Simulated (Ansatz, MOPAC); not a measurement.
Species: AsH2, charge -1, multiplicity 1. SMILES: [AsH2-]

Atoms: As1, H2, H3. Bonds: As1-H2, As1-H3.

Bond lengths (Å) and angles (degrees) optimised at PM3 with MOPAC; PBE/6-31G* with LANL2DZ past Ar with Ansatz (an electronic-structure program); B3LYP/6-31G* with LANL2DZ past Ar with Ansatz, each started from the B3LYP-D3(BJ)/def2-TZVP structure (Ansatz) of the last column. A row stands for all coordinates that are equal there. 6-31G* holds six Cartesian d functions. No wavenumbers were computed at PBE/6-31G* with LANL2DZ past Ar, so these may be saddle points.

```tsv
coordinate	PM3	PBE/6-31G* with LANL2DZ past Ar	B3LYP/6-31G* with LANL2DZ past Ar	B3LYP-D3(BJ)/def2-TZVP
As1-H2	1.557	1.594	1.580	1.547
H2-As1-H3	92.1	90.2	90.9	90.7
```

Mean signed difference of all 2 bond lengths from B3LYP-D3(BJ)/def2-TZVP: PM3 0.011 Å, PBE/6-31G* with LANL2DZ past Ar 0.047 Å, B3LYP/6-31G* with LANL2DZ past Ar 0.033 Å.
